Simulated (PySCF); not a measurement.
Electron correlation in Ti²⁺ (titanium, charge +2)

[Ar] 3d1 4s1, high-spin 3D determinant (an excited configuration). Calculation: PySCF 2.14, in x2c-TZVPPall with one added diffuse shell each of s, p, d, f type (7s6p5d3f1g, 80 functions); scalar relativity by spin-free X2C-1e. Frozen: [Ar]; 2 electrons correlated.

With two correlated electrons CCSD is exact within the correlated space (frozen core and kept virtual orbitals).

```json
{"level": "CCSD", "correlation energy (mhartree)": "-4.06"}
```

Diagnostics: T1 = 0.0046, D1 = 0.0089, largest double amplitude 0.014.

Cost of the coupled-cluster step: roughly 5 core-seconds, for 2 correlated electrons.
